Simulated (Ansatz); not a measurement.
H4BrClGeN2 (SMILES [NH2][Ge]([NH2])([Cl])[Br]), singlet, geometry from GFN2-xTB, with bond 9-3 at 2.4 times its length; SC-NEVPT2/STO-3G, CASSCF(4,6) (Ansatz, a first-principles code).

The Ansatz input:
Ansatz 0.2 input:
```yaml
crystal:
  periodic: [false, false, false]
  atoms:
    - {symbol: N, position_ang: [-1.55068377, -1.49041043, -0.34250351]}
    - {symbol: Ge, position_ang: [-0.09977064, -0.55196038, 0.18843234]}
    - {symbol: N, position_ang: [1.33229952, -1.63175282, -0.05899181]}
    - {symbol: Cl, position_ang: [-0.45501562, 0.07613731, 2.18485913]}
    - {symbol: Br, position_ang: [0.36953660, 1.28387152, -1.12656865]}
    - {symbol: H, position_ang: [-1.55307824, -1.82755053, -1.29423500]}
    - {symbol: H, position_ang: [-2.46138226, -1.11782935, -0.11739148]}
    - {symbol: H, position_ang: [1.28580386, -2.53059040, 0.39749966]}
    - {symbol: H, position_ang: [3.53835907, -0.68192728, 0.27952440]}
basis:
  gaussian:
    orbitals: STO-3G
magnetization: {spin_polarized: false}
correlation: {method: sc_nevpt2, electrons: all, active_space: {window: {electrons: 4, orbitals: 6}}}
```

Output, abridged:

```
Functional definition: HF
649 factors; integrals over basis functions are off by at most 2.8e-5 eV
mean field evaluation 1: about -140423.3106 eV, gradient 2.7e1 eV
mean field evaluation 2: about -140423.3746 eV, gradient 2.7e1 eV
mean field evaluation 4: about -140426.9246 eV, gradient 5.4e0 eV
mean field evaluation 8: about -140427.0970 eV, gradient 1.9e-1 eV
mean field -140427.09680383 eV, -5160.6006226359 hartree, gradient 2.9e-6 eV, S^2 0.000000; 0 other end points of the search recorded, 0 dependent functions left out; unrestricted orbitals would lower it
reference -140427.09680383 eV, -5160.6006226359 hartree; 51, 51 occupied and 8, 8 virtual orbitals, 649 factors
state -140433.04356208 eV, -5160.8191619708 hartree
state -140433.04356208 eV, -5160.8191619708 hartree; corrected -140435.72803165 eV, -5160.9178144077 hartree
state -140432.98516958 eV, -5160.8170160860 hartree
state -140432.98516958 eV, -5160.8170160860 hartree; corrected -140435.69557134 eV, -5160.9166215134 hartree
state -140433.04356208 eV, -5160.8191619708 hartree; corrected -140435.72803165 eV, -5160.9178144077 hartree
2 active orbitals were swapped for others, from the solution at -140432.98168422 eV, -5160.8168880012 hartree to that at -140433.04041539 eV, -5160.8190463319 hartree; typed "places" are swapped only where nearly empty or full, and so, without "given_window_search", are "orbital_numbers", "shells" and a window whose orbitals a file names under [Active]
Total energy: -140435.72803165 eV, -5160.9178144077 hartree
```
